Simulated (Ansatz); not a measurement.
A structure relaxed at PBE-D4/def2-SVP in Ansatz, charge 1, doublet:

Cartesian coordinates in Å:
```
Ni 0.103 -1.399 0.953
Si 0.984 0.617 0.512
Si -0.735 2.168 0.028
Si -1.211 -0.125 -0.361
Si 0.859 -1.261 -1.133
```

Give its formula and point group.

Si4Ni⁺. Point group Cs (tolerance 0.1 Å).

Summarise the bond lengths by kind (pairs closer than 1.2 times the sum of covalent radii, bridged metal pairs left out).

5 × Si–Si 2.37 to 2.50 Å; 3 × Ni–Si 2.22 to 2.25 Å. The metal has 3 neighbours: Si 2.24 Å, Si 2.25 Å, Si 2.22 Å.

Another isomer (doublet) lies 0.46 eV lower at PBE0-D4/def2-TZVP; other spin states weren't run for this one.
